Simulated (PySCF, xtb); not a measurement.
B3H5N3, SMILES [B]1NBNBN1, multiplicity 2.

Harmonic wavenumbers (cm⁻¹) from GFN2-xTB (xtb) at its own minimum, in rising order: 239, 267, 429, 491, 492, 649, 691, 717, 791, 796, 819, 942, 952, 978, 1058, 1083, 1173, 1243, 1287, 1313, 1391, 1392, 2571, 2578, 3440, 3440, 3462.

### Question
What does PySCF with PBE0-D3(BJ)/def2-SVP give at its own minimum? (The exact figures need the calculation; the answer reports its results.)

### Answer
282, 312, 441, 520, 523, 694, 716, 720, 861, 924, 934, 948, 955, 984, 1058, 1066, 1240, 1292, 1363, 1383, 1484, 1503, 2617, 2623, 3679, 3679, 3683. Paired by order, the mean absolute difference is 68 cm⁻¹ and the zero-point energies are 49.6 and 52.2 kcal/mol.
